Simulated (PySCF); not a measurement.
H₂Cl₂FGeN, singlet, geometry from GFN2-xTB. Base run: PBE/6-31G (PySCF).

Here is a job for PySCF.
```python
from pyscf import gto, scf, dft, solvent

mol = gto.Mole()
mol.atom = '''
    N     1.93806127   -0.28757513    0.33649633
    Ge    0.15268217   -0.07710321    0.14048698
    F    -0.44395482   -0.75903348    1.64374429
    Cl   -0.34485662    1.94370685    0.08971545
    Cl   -0.78683411   -1.21317737   -1.37334124
    H     2.25194800   -1.22403085    0.55092481
    H     2.53012907    0.11665923   -0.37404260
'''
mol.basis = '6-31g'
mol.verbose = 4
mol.build()

mf = dft.RKS(mol)
mf.xc = 'pbe'
mf.kernel()
mf.analyze()
```

Each row names what was changed in the base input (with any setting that the change needs).

```tsv
change	ΔE vs base (kcal/mol)	dipole (D)	HOMO-LUMO gap (eV)
base	0.000	3.44	4.23
model = ddCOSMO; solvent = toluene	-4.04	3.79	4.16
model = COSMO; solvent = toluene	-3.87	3.78	4.16
model = IEF-PCM; solvent = toluene; lebedev_order = 11	…	3.79	4.14
model = IEF-PCM; solvent = toluene	-3.89	3.80	4.14
model = C-PCM; solvent = toluene	-4.75	3.86	4.14
model = IEF-PCM; solvent = tetrahydrofuran	-6.85	4.07	4.08
model = IEF-PCM; solvent = toluene; vdw_scale = 1.1	…	…	4.14
model = IEF-PCM; solvent = toluene; r_probe = 0.5	-1.74	3.66	4.17
model = IEF-PCM; solvent = methanol	…	…	…
model = IEF-PCM; solvent = toluene; vdw_scale = 1.4	-2.35	3.71	4.15
model = IEF-PCM; solvent = chloroform	-5.94	3.98	4.09
```

Some entries are withheld; supply them.


- model = IEF-PCM; solvent = toluene; lebedev_order = 11, ΔE vs base (kcal/mol): -3.81
- model = IEF-PCM; solvent = toluene; vdw_scale = 1.1, ΔE vs base (kcal/mol): -5.26
- model = IEF-PCM; solvent = toluene; vdw_scale = 1.1, dipole (D): 3.85
- model = IEF-PCM; solvent = methanol, ΔE vs base (kcal/mol): -8.22
- model = IEF-PCM; solvent = methanol, dipole (D): 4.19
- model = IEF-PCM; solvent = methanol, HOMO-LUMO gap (eV): 4.05

The base is the gas phase, so ΔE is the electrostatic part of solvation at a fixed geometry, without cavity and dispersion terms.
